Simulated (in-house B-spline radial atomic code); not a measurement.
Successive ionisation energies of calcium; each step leads to the configuration of the next row (after the last: [Ne] 3s1). Dirac energy differences include first-order Breit, QED and recoil terms. NIST's values go from ground level to ground level; the uncertainty of those that are theory runs from under 0.1 % in few-electron ions to several per cent in heavy many-electron ones. Computed with an all-electron radial atomic-structure program (B-spline basis): Dirac-Hartree-Fock, jj configuration that fills j = l - 1/2 first, finite nuclei.

A number in brackets counts the electrons of a j subshell.

```csv
ion,configuration,ionisation energy (eV),tabulated value (eV),tabulated kind,computed minus tabulated (eV),highest orbital,largest mean radius (bohr)
Ca,[Ar] 4s2,5.14,6.113156,measured,-0.97,4s1/2,4.2021
Ca+,[Ar] 4s1,11.35,11.87172,measured,-0.52,4s1/2,3.7138
Ca2+,[Ne] 3s2 3p6,49.78,50.91316,measured,-1.14,3p3/2,1.2652
Ca3+,[Ne] 3s2 3p1/2(2) 3p3/2(3),?,?,semi-empirical,?,?,?
Ca4+,[Ne] 3s2 3p1/2(2) 3p3/2(2),85.44,84.34,semi-empirical,1.10,3p1/2,1.1675
Ca5+,[Ne] 3s2 3p1/2(2) 3p3/2(1),?,?,semi-empirical,?,?,?
Ca6+,[Ne] 3s2 3p1/2(2),124.41,127.21,semi-empirical,-2.80,3p1/2,1.089
Ca7+,[Ne] 3s2 3p1/2(1),146.74,147.24,measured,-0.50,3p1/2,1.0533
Ca8+,[Ne] 3s2,186.22,188.54,semi-empirical,-2.32,3s1/2,1.0065
```

(1) Fill in the row of Ca3+.

(2) Fill in the row of Ca5+.

(3) Where is the largest jump?

(4) How far is this level of theory from the measured and semi-empirical values?

Answers

(1) ionisation energy (eV): 67.04; tabulated value (eV): 67.2732; computed minus tabulated (eV): -0.23; highest orbital: 3p3/2; largest mean radius (bohr): 1.213.

(2) ionisation energy (eV): 104.92; tabulated value (eV): 108.78; computed minus tabulated (eV): -3.86; highest orbital: 3p1/2; largest mean radius (bohr): 1.1269.

(3) From Ca+ to Ca2+, by a factor of 4.38 (11.352 to 49.775 eV); the highest orbital goes from 4s1/2 to 3p3/2.

(4) Over those 9 rows the differences run from -3.86 to +1.1 eV (mean absolute value 1.5 eV). The calculation leaves out correlation and, in open shells, the multiplet splittings that an average leaves out.
